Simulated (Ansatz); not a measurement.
`C[N]=[Nb]([NH2])([NH2])[NH2]`, charge 0, multiplicity 1.

(1) Give a relaxed structure at PBE0-D4/def2-TZVP (Ansatz). (Estimate.)

Answers

(1) Computed: 
Cartesian coordinates in Å:
```
C -0.8816 -2.3890 0.0340
N -0.3903 -1.0586 0.0150
Nb 0.2153 0.5831 -0.0085
N 2.0707 0.5258 -0.7437
N 0.1956 1.2533 1.8720
N -1.0003 1.6517 -1.1775
H -1.5819 -2.5647 -0.7912
H -1.4098 -2.6032 0.9708
H -0.0650 -3.1146 -0.0615
H 2.7795 1.2119 -0.5232
H 2.5009 -0.2597 -1.2072
H 0.0634 0.6923 2.6995
H 0.1153 2.2310 2.1157
H -1.9034 1.3594 -1.5182
H -0.7083 2.4812 -1.6760
```
Point group C3.
This is one stationary point; other conformers may exist.
